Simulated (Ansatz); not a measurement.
A nudged elastic band was laid between two geometries of CH7AlO2Si (12 atoms, charge 0, multiplicity 1).

Method: Ansatz, RKS PBE0/def2-SVP.

* movable images: 8
* climbing image: no
* spring: 5.0 eV/Å²
* optimiser: quadratic models (default)
* start path: IDPP
* force threshold: 0.03 eV/Å
* iteration limit: 60
* end points: relaxed

Image 0:

```xyz
12
Properties=species:S:1:pos:R:3
C -2.533 0.021 -0.728
Al -0.654 0.456 -0.981
O 0.487 0.102 0.239
Si 1.707 -0.326 1.251
O 3.127 -0.608 0.435
H -2.726 -0.504 0.220
H -3.150 0.937 -0.740
H -2.905 -0.612 -1.552
H -0.089 1.164 -2.284
H 1.396 -1.614 1.924
H 1.881 0.778 2.243
H 3.535 0.151 0.008
```

Image 9:

```xyz
12
Properties=species:S:1:pos:R:3
C -2.553 0.117 -0.530
Al -0.739 0.792 -0.731
O 0.532 0.132 0.197
Si 1.781 -0.600 0.973
O 3.118 -0.745 -0.001
H -3.117 0.746 0.181
H -3.105 0.147 -1.484
H -2.579 -0.914 -0.144
H -0.347 1.981 -1.706
H 1.423 -1.996 1.334
H 2.100 0.212 2.187
H 3.561 0.073 -0.242
```

Which bonds break or form, and what moves?

No bond is made or broken. The dihedral H8–C1–Al2–H9 goes from 56 to 157°.

Give the energies along the band, and the barrier.

It converged. The highest image is number 6 of 0 to 9, 0.1 kcal/mol above the ends, which have the same energy within 2 meV. The top lies less than 8 meV above the higher end, about what the thresholds resolve: that end is a shoulder or a very shallow well. No image climbed, so the highest image needn't sit at the top of the path.

```
image  path coordinate (Å)  energy (kcal/mol)  dihedral H8–C1–Al2–H9 (°)
    0                 0.00                0.0                         56
    1                 0.31                0.0                         67
    2                 0.62                0.0                         78
    3                 0.93                0.0                         89
    4                 1.24                0.1                        101
    5                 1.55                0.1                        113
    6                 1.86                0.1                        124
    7                 2.17                0.1                        136
    8                 2.48                0.1                        147
    9                 2.79                0.0                        157
```

What is the geometry of the highest image?


```xyz
12
Properties=species:S:1:pos:R:3
C -2.559 0.163 -0.529
Al -0.723 0.760 -0.770
O 0.516 0.104 0.202
Si 1.769 -0.604 0.992
O 3.114 -0.741 0.028
H -2.920 0.385 0.490
H -3.249 0.641 -1.242
H -2.643 -0.930 -0.655
H -0.271 1.866 -1.814
H 1.429 -2.002 1.365
H 2.073 0.223 2.199
H 3.543 0.080 -0.230
```

The band took 3 iterations and of the order of 2.4 core-minutes.

The run took 74 s on 2 threads of Arm Neoverse V2, on a shared host, peak memory 0.24 GiB.
